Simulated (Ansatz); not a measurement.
Consider the redistribution: `BN[SiH2]O` + `N[CH]([SiH3])[GeH3]` → `BN[SiH2][SiH3]` + `N[CH](O)[GeH3]`.

Calculated with Ansatz (gas phase, PBE0-D4/def2-TZVP geometries, no zero-point term in ΔE). CBS: MP2 limit from def2 TZ/QZ plus the TZ coupled-cluster correction, frozen cores. For Ge outer-core shells are correlated without core-valence functions, which leaves a few kJ/mol of doubt a bond. Scalar relativity is left out up to krypton. Each species was taken in one conformer, which may not be the lowest.

`BN[SiH2]O`:

Cartesian coordinates in Å:
```
B 0.722 0.015 -1.594
N -0.248 -0.388 -0.668
Si -0.133 -0.279 1.065
O -1.178 0.817 1.703
H 1.744 0.491 -1.190
H 0.518 -0.117 -2.767
H -1.101 -0.780 -1.044
H -0.548 -1.562 1.673
H 1.279 0.064 1.351
H -1.054 1.739 1.472
```

`N[CH]([SiH3])[GeH3]`:

Cartesian coordinates in Å:
```
N -1.557 -0.530 -0.010
C -0.108 -0.485 0.169
Si 0.727 -0.282 -1.503
Ge 0.331 1.041 1.336
H -2.042 -0.651 0.871
H -1.835 -1.290 -0.618
H 0.325 -1.376 0.653
H 0.398 1.034 -2.108
H 0.258 -1.358 -2.424
H 2.202 -0.400 -1.343
H -0.535 0.932 2.608
H 0.020 2.370 0.631
H 1.816 0.997 1.736
```

`BN[SiH2][SiH3]`:

Z-matrix (Å, degrees):
```
Si
N 1 1.751
Si 1 2.344 2 111.0
H 1 1.490 2 109.6 3 120.2
H 1 1.483 2 107.1 3 -121.4
B 2 1.399 1 126.8 3 114.5
H 2 1.011 1 116.5 3 -63.9
H 3 1.488 1 110.6 2 -63.2
H 3 1.488 1 110.5 2 176.0
H 3 1.490 1 109.9 2 56.4
H 6 1.198 2 119.0 1 1.3
H 6 1.198 2 119.6 1 -178.7
```

`N[CH](O)[GeH3]`:

```xyz
11

N    -1.403   -0.650    0.322
C     0.011   -0.582    0.090
O     0.247   -1.300   -1.109
Ge    0.562    1.321   -0.126
H    -1.691   -0.046    1.080
H    -1.690   -1.599    0.535
H     0.617   -1.037    0.895
H     1.178   -1.534   -1.140
H     2.081    1.351   -0.389
H    -0.183    1.944   -1.313
H     0.272    2.130    1.156
```

```csv
species,CCSD(T)/CBS(def2) energy (Eh)
`BN[SiH2]O`,-447.46614
`N[CH]([SiH3])[GeH3]`,-2463.33521
`BN[SiH2][SiH3]`,-662.50812
`N[CH](O)[GeH3]`,-2248.21982
```

Problem. Work out ΔE.

Solution. ΔE = (-662.50812) + (-2248.21982) − (-447.46614) − (-2463.33521) = 0.07341 Eh = +46.1 kcal/mol.

Largest T1 diagnostic among the species: 0.013.

From PBE to PBE0 (25 % exact exchange), in def2-TZVPP and without D4, ΔE moves by +2.7 kcal/mol. The D4 term adds +0.9 kcal/mol with B3LYP and +0.5 kcal/mol with PBE0; it sums over pairs of atoms, weighted by their polarisabilities, and B3LYP, whose exchange is more repulsive, gets the larger term.

B3LYP here is the variant with VWN-RPA as its local correlation; programs differ in this.
